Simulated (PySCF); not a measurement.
This script is equivalent to a calculation on Ba (barium, neutral).

```python
from pyscf import gto, scf, dft, mp, cc
import basis_set_exchange as bse
mol = gto.M(atom="Ba 0 0 0", charge=0, spin=0, symmetry="D2h",
            basis=gto.basis.parse(bse.get_basis("Sapporo-DKH3-DZP-2012", elements=["Ba"], fmt="nwchem", header=False)),
            nucmod="G")
mf = scf.UHF(mol).sfx2c1e()
mf.irrep_nelec = {'Ag': (10, 10), 'B1g': (2, 2), 'B2g': (2, 2), 'B3g': (2, 2), 'B1u': (4, 4), 'B2u': (4, 4), 'B3u': (4, 4)}
mf.kernel()
```

Problem. What total energy does it give?

Solution. -8131.14896 hartree (calculated).

Problem. Which occupied shell lies highest, and where?

Solution. 6s, at -4.438 eV.

Spin-orbit coupling, which splits the p, d and f shells strongly at this Z, is absent.
